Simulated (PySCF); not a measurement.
A structure optimised at TPSSh-D3(BJ)/def2-SVP, used in a PySCF frequency run:

```xyz
7

Al     0.0134     0.0243     0.0000
F      1.6273     0.4528     0.0000
O     -1.2043     1.2112     0.0000
H     -1.0370     2.1599     0.0000
N     -0.4281    -1.6800     0.0000
H     -1.3829    -2.0275     0.0000
H      0.2308    -2.4531     0.0000
```

### Question
Write its SMILES, formula and point group.

### Answer
[NH2][Al]([OH])[F], AlFH3NO, Cs

### Question
What are its rotational constants (standard atomic weights)?

### Answer
6.4102, 6.1736, 3.1448 GHz
